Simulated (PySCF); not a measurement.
# Ti(20+) (titanium, charge +20) across methods

1s2, closed-shell 1S. Calculation: PySCF 2.14, in an even-tempered Gaussian basis (20 s from 18 bohr⁻², ratio 2; 7 p from 28 bohr⁻², ratio 2.2; 4 d from 85 bohr⁻², ratio 2.2; 4 f from 130 bohr⁻², ratio 2.2; 3 g from 190 bohr⁻², ratio 2.2; 2 h from 290 bohr⁻², ratio 2.2); scalar relativity by spin-free X2C-1e.

| method | E (hartree) | mean ε 1s (eV) | Σ⟨r²⟩ (bohr²) | ⟨S²⟩ |
| --- | --- | --- | --- | --- |
| PBE0 | -473.181 | -6149.4 | 0.01263 | 0.000 |
| UHF | -473.32100 | -6253.2 | 0.01260 | 0.000 |
| LDA | -471.636 | -6098.1 | 0.01268 | 0.000 |
| PBEsol | -472.542 | -6107.4 | 0.01266 | 0.000 |
| PBE | -473.119 | -6114.5 | 0.01264 | 0.000 |
| r2SCAN | -473.383 | -6130.7 | 0.01262 | 0.000 |
| MN15 | -473.726 | -6118.6 | 0.01271 | 0.000 |
